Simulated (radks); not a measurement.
Results of a calculation; reference values are marked as such.
Problem. Species: Ar4+. Configuration: [He] 2s2 2p4 3s2 3p2 4p2 (not the ground configuration). Code: a radial shooting solver on a logarithmic mesh with Libxc functionals. Model: scalar-relativistic Kohn-Sham, PBE, spin-polarised, spherical densities, point nucleus; open shells are filled with parallel spins first. Some entries of the table are withheld. Estimate them.

| orbital | occ. | eigenvalue (hartree) | r(max) (bohr) |
|---|---|---|---|
| 1s up | 1 | -121.5803 | 0.05607 |
| 1s down | 1 | -121.3488 | 0.05602 |
| 2s up | 1 | -16.32131 | 0.3292 |
| 2s down | 1 | -15.92922 | 0.3308 |
| 2p up | 3 | -14.11658 | 0.2691 |
| 2p down | 1 | -13.65573 | 0.2714 |
| 3s up | 1 | -3.99952 | 1.004 |
| 3s down | 1 | -3.78616 | 1.015 |
| 3p up | 2 | -3.37405 | 1.012 |
| 3p down | 0 | -3.16241 | 1.027 |
| 3d up | 0 | (1) | 0.9242 |
| 3d down | 0 | (2) | 0.9402 |
| 4s up | 0 | -1.49270 | 2.380 |
| 4p up | 2 | -1.29683 | 2.514 |
| 4f up | 0 | -0.79000 | (3) |
| 5p up | 0 | -0.64671 | 4.844 |

Solution. 
(1) 3d up eigenvalue (hartree): -2.44705
(2) 3d down eigenvalue (hartree): -2.25531
(3) 4f up r(max) (bohr): 2.573
